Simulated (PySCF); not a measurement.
# Predicted spectroscopic data

Calculated, not measured (PySCF): PBE0/pcSseg-1 with gauge-including orbitals, geometry: GFN2-xTB. Non-relativistic, averaged over atoms made equivalent by symmetry, fast rotation or ring inversion, no solvent, one computed conformer.

Shifts are taken against calculated references (same method and geometry level): $^{1}$H and $^{13}$C vs TMS. Where no couplings were computed, multiplicities follow the n + 1 count of equivalent neighbours, and m marks all less simple cases (inequivalent or close neighbours, rings, F or P nearby). Acid and N–H amide carbonyl carbons lie up to 10 ppm further downfield in solution (hydrogen bonding). Shifts are as computed. Against solution values, carbons near 30 ppm lie about +3 ppm off and those near 130 ppm about +5 ppm. Of 1309 compounds with measured shifts, 239 miss one by over three times the rms of a fit or turn the order of signals round; such compounds aren't used in these exercises. OH and NH positions are gas-phase values without hydrogen bonding to other molecules.

Compound 1 (C₇H₁₀O₂Si). $^{1}$H NMR (600 MHz, computed): δ 5.64 (br s, 1H), 2.06 (s, 3H), 1.97 (m, 1H), 1.67 (m, 1H), 0.92 (m, 1H), 0.41 (s, 3H). $^{13}$C{$^{1}$H} NMR (computed): δ 179.8 (C), 113.4 (C), 78.9 (C), 18.4 (CH), 9.7 (CH2), 5.9 (CH3), -4.3 (CH3). Structure: `CC#C[Si@@]1(C)C[C@H]1C(=O)O`.

Compound 2 (C₆H₁₂OSi₂). $^{1}$H NMR (600 MHz, computed): δ 9.87 (t, 1H), 4.78 (m, 2H), 4.71 (m, 2H), 3.43 (d, 2H), 2.58 (q, 2H), 1.18 (t, 3H). $^{13}$C{$^{1}$H} NMR (computed): δ 197.7 (CH), 189.9 (C), 156.9 (C), 54.3 (CH2), 28.7 (CH2), 16.1 (CH3). Structure: SMILES CCC1=C(CC=O)[SiH2][SiH2]1.

Compound 3 (C₇H₁₀O₂Si). $^{1}$H NMR (600 MHz, computed): δ 6.84 (m, 1H), 6.48 (m, 1H), 5.93 (br s, 1H), 5.13 (m, 1H), 4.76 (m, 1H), 2.78 (m, 1H), 1.71 (m, 1H), 1.23 (m, 1H), 1.10 (m, 1H), 0.90 (m, 1H). $^{13}$C{$^{1}$H} NMR (computed): δ 185.3, 158.0, 154.1, 40.6, 26.1, 18.7, 15.8. Structure: `C1=C[C@H](C2(C(=O)O)CC2)[SiH2]1`.
